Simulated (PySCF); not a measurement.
Cl$_{4}$SW, charge +1, doublet, at a GFN2-xTB geometry (such geometries of metal compounds can be far from the true shape) (the multiplicity is a formal guess) (core potentials on W); DF-M06/def2-SVP in PySCF.

Here is a job for PySCF.
```python
from pyscf import gto, scf, dft

mol = gto.M(
    atom='''
W     0.001107   -0.000477    0.001174
S     1.539665   -0.663608    1.632776
Cl   -1.464465    0.631196   -1.553027
Cl    0.329128    2.093364    0.548107
Cl    1.240147   -0.935531   -1.541992
Cl   -1.558724   -1.162380    1.005073
''',
    basis='def2-svp',
    ecp={'W': 'def2-svp'},
    charge=1,
    spin=1,
    verbose=4,
)

mf = dft.UKS(mol)
mf.xc = 'm06'
mf = mf.density_fit(auxbasis='def2-universal-jkfit')
mf.kernel()
```

Q: What does PySCF print? Leave out banner, timings and long lists.

A: 
```
PySCF version 2.14.0

[INPUT] verbose = 4
[INPUT] num. atoms = 6
[INPUT] num. electrons = 97
[INPUT] charge = 1
[INPUT] spin (= nelec alpha-beta = 2S) = 1
[INPUT] symmetry False subgroup None
[INPUT] Mole.unit = angstrom
[INPUT] Symbol           X                Y                Z      unit          X                Y                Z       unit  Magmom
[INPUT]  1 W      0.001107000000  -0.000477000000   0.001174000000 AA    0.002091926820  -0.000901399361   0.002218538470 Bohr   0.0
[INPUT]  2 S      1.539665000000  -0.663608000000   1.632776000000 AA    2.909545173578  -1.254037374070   3.085499462763 Bohr   0.0
[INPUT]  3 Cl    -1.464465000000   0.631196000000  -1.553027000000 AA   -2.767437769011   1.192787570921  -2.934795694055 Bohr   0.0
[INPUT]  4 Cl     0.329128000000   2.093364000000   0.548107000000 AA    0.621961779926   3.955884639024   1.035772116957 Bohr   0.0
[INPUT]  5 Cl     1.240147000000  -0.935531000000  -1.541992000000 AA    2.343538184201  -1.767897371040  -2.913942566270 Bohr   0.0
[INPUT]  6 Cl    -1.558724000000  -1.162380000000   1.005073000000 AA   -2.945561463787  -2.196579852672   1.899312705195 Bohr   0.0

nuclear repulsion = 714.089462096432
number of shells = 52
number of NR pGTOs = 237
number of NR cGTOs = 122
basis = def2-svp
ecp = {'W': 'def2-svp'}

******** <class 'pyscf.df.df_jk.DFUKS'> ********
method = DFUKS
initial guess = minao
damping factor = 0
level_shift factor = 0
DIIS = <class 'pyscf.scf.diis.CDIIS'>
diis_start_cycle = 1
diis_space = 8
diis_damp = 0
SCF conv_tol = 1e-09
SCF conv_tol_grad = None
SCF max_cycles = 50
direct_scf = False
number electrons alpha = 49  beta = 48
XC library pyscf.dft.libxc version 7.1.2
    S. Lehtola, C. Steigemann, M. J. T. Oliveira, and M. A. L. Marques,  SoftwareX 7, 1–5 (2018)
XC functionals = m06
    Y. Zhao and D. G. Truhlar,  Theor. Chem. Acc. 120, 215 (2008)
    Y. Zhao and D. G. Truhlar,  Theor. Chem. Acc. 120, 215 (2008)
radial grids:
    Treutler-Ahlrichs [JCP 102, 346 (1995); DOI:10.1063/1.469408] (M4) radial grids

becke partition: Becke, JCP 88, 2547 (1988); DOI:10.1063/1.454033
pruning grids: <function nwchem_prune>
grids dens level: 3
symmetrized grids: False
atomic radii adjust function: <function treutler_atomic_radii_adjust>
small_rho_cutoff = 0
Set gradient conv threshold to 3.16228e-05
tot grids = 118712
******** <class 'pyscf.df.df.DF'> ********
auxbasis = def2-universal-jkfit
init E= -2293.26948020144

cycle= 1 E= -2304.97534912236  delta_E= -11.7  |g|= 0.545  |ddm|= 5.35
cycle= 2 E= -2302.37842981309  delta_E=  2.6  |g|= 2.38  |ddm|= 2.46
cycle= 3 E= -2305.11218494501  delta_E= -2.73  |g|= 0.188  |ddm|= 2.03
cycle= 4 E= -2305.12312147654  delta_E= -0.0109  |g|= 0.125  |ddm|= 0.393
cycle= 5 E= -2305.13204107045  delta_E= -0.00892  |g|= 0.0473  |ddm|= 0.201
cycle= 6 E= -2305.13338763503  delta_E= -0.00135  |g|= 0.0183  |ddm|= 0.0882
cycle= 7 E= -2305.13369364935  delta_E= -0.000306  |g|= 0.00442  |ddm|= 0.0339
cycle= 8 E= -2305.13374961051  delta_E= -5.6e-05  |g|= 0.00239  |ddm|= 0.0188
cycle= 9 E= -2305.13377614006  delta_E= -2.65e-05  |g|= 0.00219  |ddm|= 0.0151
cycle= 10 E= -2305.13379268819  delta_E= -1.65e-05  |g|= 0.000998  |ddm|= 0.0145
cycle= 11 E= -2305.13379603679  delta_E= -3.35e-06  |g|= 0.000592  |ddm|= 0.00665
cycle= 12 E= -2305.13379717504  delta_E= -1.14e-06  |g|= 0.000187  |ddm|= 0.00478
cycle= 13 E= -2305.13379724607  delta_E= -7.1e-08  |g|= 0.000119  |ddm|= 0.000808
cycle= 14 E= -2305.13379728529  delta_E= -3.92e-08  |g|= 8.37e-05  |ddm|= 0.000527
cycle= 15 E= -2305.13379732522  delta_E= -3.99e-08  |g|= 5.6e-05  |ddm|= 0.000554
cycle= 16 E= -2305.13379734868  delta_E= -2.35e-08  |g|= 5.28e-05  |ddm|= 0.000335
cycle= 17 E= -2305.13379738654  delta_E= -3.79e-08  |g|= 5.3e-05  |ddm|= 0.000545
cycle= 18 E= -2305.13379742568  delta_E= -3.91e-08  |g|= 5.26e-05  |ddm|= 0.000562
cycle= 19 E= -2305.13379745291  delta_E= -2.72e-08  |g|= 5.28e-05  |ddm|= 0.000391
cycle= 20 E= -2305.13379734143  delta_E= 1.11e-07  |g|= 5.29e-05  |ddm|= 0.0016
cycle= 21 E= -2305.13379708315  delta_E= 2.58e-07  |g|= 5.26e-05  |ddm|= 0.00373
cycle= 22 E= -2305.13379586038  delta_E= 1.22e-06  |g|= 5.86e-05  |ddm|= 0.0182
cycle= 23 E= -2305.13379560474  delta_E= 2.56e-07  |g|= 5.77e-05  |ddm|= 0.00394
cycle= 24 E= -2305.13379645393  delta_E= -8.49e-07  |g|= 5.43e-05  |ddm|= 0.0129
cycle= 25 E= -2305.13379514749  delta_E= 1.31e-06  |g|= 7.19e-05  |ddm|= 0.02
cycle= 26 E= -2305.13379490066  delta_E= 2.47e-07  |g|= 7.64e-05  |ddm|= 0.00394
cycle= 27 E= -2305.13379536634  delta_E= -4.66e-07  |g|= 7.44e-05  |ddm|= 0.0074
cycle= 28 E= -2305.13379566584  delta_E= -2.99e-07  |g|= 7.73e-05  |ddm|= 0.00467
cycle= 29 E= -2305.13379553396  delta_E= 1.32e-07  |g|= 5.07e-05  |ddm|= 0.0021
cycle= 30 E= -2305.13379364501  delta_E= 1.89e-06  |g|= 7.45e-05  |ddm|= 0.0312
cycle= 31 E= -2305.13379254022  delta_E= 1.1e-06  |g|= 0.000143  |ddm|= 0.0204
cycle= 32 E= -2305.1337933497  delta_E= -8.09e-07  |g|= 0.000194  |ddm|= 0.0158
cycle= 33 E= -2305.13379147458  delta_E= 1.88e-06  |g|= 0.000287  |ddm|= 0.0373
cycle= 34 E= -2305.13379215457  delta_E= -6.8e-07  |g|= 0.000101  |ddm|= 0.0134
cycle= 35 E= -2305.13378616905  delta_E= 5.99e-06  |g|= 0.00173  |ddm|= 0.129
cycle= 36 E= -2305.13378678133  delta_E= -6.12e-07  |g|= 0.00154  |ddm|= 0.0126
cycle= 37 E= -2305.13378612735  delta_E= 6.54e-07  |g|= 0.00174  |ddm|= 0.00978
cycle= 38 E= -2305.13378848789  delta_E= -2.36e-06  |g|= 0.000947  |ddm|= 0.0387
cycle= 39 E= -2305.13378764583  delta_E= 8.42e-07  |g|= 0.00123  |ddm|= 0.023
cycle= 40 E= -2305.13379339936  delta_E= -5.75e-06  |g|= 9.64e-05  |ddm|= 0.135
cycle= 41 E= -2305.13379004529  delta_E= 3.35e-06  |g|= 0.000256  |ddm|= 0.0781
cycle= 42 E= -2305.13378976307  delta_E= 2.82e-07  |g|= 2.38e-05  |ddm|= 0.0137
cycle= 43 E= -2305.13378960024  delta_E= 1.63e-07  |g|= 9.48e-05  |ddm|= 0.00723
cycle= 44 E= -2305.13378919212  delta_E= 4.08e-07  |g|= 0.000246  |ddm|= 0.0233
cycle= 45 E= -2305.13378907921  delta_E= 1.13e-07  |g|= 0.000241  |ddm|= 0.015
cycle= 46 E= -2305.13378912776  delta_E= -4.86e-08  |g|= 8.76e-05  |ddm|= 0.000407
cycle= 47 E= -2305.13378911177  delta_E= 1.6e-08  |g|= 4.38e-06  |ddm|= 0.00741
cycle= 48 E= -2305.13378910981  delta_E= 1.95e-09  |g|= 1.37e-05  |ddm|= 0.00127
cycle= 49 E= -2305.13378911108  delta_E= -1.26e-09  |g|= 1.42e-05  |ddm|= 0.000869
cycle= 50 E= -2305.13378910827  delta_E= 2.81e-09  |g|= 6.29e-06  |ddm|= 0.00394
SCF not converged.
SCF energy = -2305.13378910827 after 50 cycles  <S^2> = 0.78422995  2S+1 = 2.0339419
```

Convergence was not reached.
